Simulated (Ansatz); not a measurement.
`N[SiH2]N[SiH](N)Cl` + `Cl[SiH2]Br` → `N[SiH](Cl)Br` + `N[SiH2]N[SiH2]Cl`  (redistribution)

Computed with Ansatz on PBE0-D4/def2-TZVP structures; ΔE is electronic, products minus reactants. CCSD(T)/CBS adds triple-zeta CCSD(T) − MP2 to the extrapolated MP2 energy (def2 sets, frozen cores). DFT in def2-TZVPP. For Br outer-core shells are correlated without core-valence functions, which leaves a few kJ/mol of doubt a bond. Scalar relativity is left out up to krypton. One conformer a species, not always the lowest.

```json
{"species": "`N[SiH2]N[SiH](N)Cl`", "PBE energy (Eh)": "-1207.84980"}
{"species": "`Cl[SiH2]Br`", "PBE energy (Eh)": "-3324.43789"}
{"species": "`N[SiH](Cl)Br`", "PBE energy (Eh)": "-3379.79734"}
{"species": "`N[SiH2]N[SiH2]Cl`", "PBE energy (Eh)": "-1152.48886"}
```

Problem. Work out ΔE.

Solution. ΔE = (-3379.79734) + (-1152.48886) − (-1207.84980) − (-3324.43789) = 0.00149 Eh = +3.9 kJ/mol. CCSD(T)/CBS gives +5.7 kJ/mol.

Largest T1 diagnostic among the species: 0.010.

In def2-TZVPP, CCSD(T) changes the Hartree–Fock value by +5.3 kJ/mol (the triples alone add +0.7 kJ/mol) and MP2 by +4.4 kJ/mol. The D4 term adds +3.7 kJ/mol with B3LYP and +2.1 kJ/mol with PBE0; it sums over pairs of atoms, weighted by their polarisabilities, and B3LYP, whose exchange is more repulsive, gets the larger term.

B3LYP here is the variant with VWN-RPA as its local correlation; programs differ in this.
